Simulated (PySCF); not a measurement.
## Worked example: dipole moment from atomic charges

Al(Cl)2(SiH3) (AlCl2H3Si), SMILES [Cl][Al]([Cl])[SiH3]. Atoms are numbered in the order given.

```xyz
7

Al    -0.0710     0.0270    -0.0320
Cl    -1.7766    -1.1737    -0.2768
Cl    -0.1198     1.9170    -0.9468
Si     1.8767    -0.7352     1.2042
H      2.5142     0.4073     1.9275
H      2.8750    -1.3052     0.2452
H      1.4983    -1.7960     2.1866
```

Coordinates come from a PBE0-D3(BJ)/def2-SVP optimisation.

Charges (e) from CAM-B3LYP/def2-TZVP in PySCF:

```tsv
atom	Mulliken	IAO
Al1	0.516	0.795
Cl2	-0.223	-0.352
Cl3	-0.224	-0.353
Si4	0.006	0.201
H5	-0.024	-0.097
H6	-0.027	-0.096
H7	-0.024	-0.098
```

The dipole moment of the full density is 1.58 D.

### Question
What dipole moment does each set of point charges give, and which comes closer to that of the density?

### Answer

μ = Σ q r, and 1 e Å = 4.8032 D.
Mulliken: Σ q r = (0.224, -0.090, 0.159) e Å, |μ| = 1.39 D.
IAO: Σ q r = (0.322, -0.128, 0.223) e Å, |μ| = 1.98 D.
Mulliken comes closer in size. Point charges leave out the atoms' own dipoles (lone pairs, polarised bonds); fits to the potential absorb them, partitions of the density don't.
